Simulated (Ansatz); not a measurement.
Ansatz (a first-principles code) input:

Ansatz 0.2 input:
```yaml
crystal:
  periodic: [false, false, false]
  atoms:
    - {symbol: Mn, position_ang: [0.00000000, 0.00000000, 0.00000000]}
    - {symbol: Cl, position_ang: [-0.00000000, -0.00000000, -2.18948486]}
    - {symbol: Cl, position_ang: [0.00000000, 0.00000000, 2.18948486]}
basis:
  gaussian:
    orbitals: def2-SVPD
total_charge: 1
magnetization: {spin_polarized: true, initial_magnetization: 4}
correlation: {method: ccsd_t, electrons: outside_noble_gas}
```

**Question.** What final total energy does it print?

**Answer.** -2068.59117 Eh (CCSD(T)/def2-SVPD). The basis has 88 functions.

This state (charge 1, quintet) is run at the relaxed geometry of the species with charge 0 and multiplicity 6.

The program attaches cautions to this result: other roots.

The determinant is spin-contaminated: <S^2> is 6.98 against 6.00 for a pure state.
